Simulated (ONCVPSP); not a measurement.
## PBE ONCV dataset for Cr (Z = 24), scalar-relativistic all-electron reference.

| Quantity | Value |
| --- | --- |
| Element | chromium (Cr) |
| Generator | ONCVPSP 4.0.1 |
| Type | optimised norm-conserving Vanderbilt (ONCV) |
| Functional | PBE |
| Relativity | scalar-relativistic |
| Frozen core | [Ar] |
| Valence charge | 6 |
| Reference configuration | 3d5 4s1 |
| Partial waves | 4s: rc 2.35 bohr, ncon 4, nbas 8, qcut 3.4 1/bohr, 3 projectors, debl 1.6 Ha; p scattering state at 0.43 Ha: rc 2.05 bohr, ncon 4, nbas 7, qcut 4 1/bohr, 2 projectors, debl 2.3 Ha; 3d: rc 2.05 bohr, ncon 4, nbas 8, qcut 7.4 1/bohr, local |
| Local potential | the d channel |
| Core correction | Teter function, fcfact 4, rcfact 1.05 |

All-electron outer shells of the reference configuration (PBE, scalar-relativistic, ld1.x):

```csv
shell,level (eV),outermost node (bohr),outermost maximum (bohr)
3p,-45.44,0.33,0.80
4s,-4.01,1.12,2.74
3d,-2.91,–,0.84
```

Problem. Estimate the cutoffs (Ha) at which the residual kinetic energy of the hardest occupied pseudo-wave falls to 1 and 0.1 mHa per electron.

Solution. 22 Ha and 25 Ha.

Problem. What does a ghost test show?

Solution. Ghosts flagged at negative energy: s at -23.1 eV, p at -26.5 eV; GHOST(+) flagged for p at 79.1 eV, s at 326.8 eV. A true bound ghost makes a file unfit for plane-wave use.

Problem. Which valence shell sets the plane-wave cutoff?

Solution. 3d: 22 Ha for 1 mHa per electron, against 3 Ha for 4s.

Its largest configuration-test error is +22 meV (3d5 4s0). 1 of 4 tests not solved or not reliable.
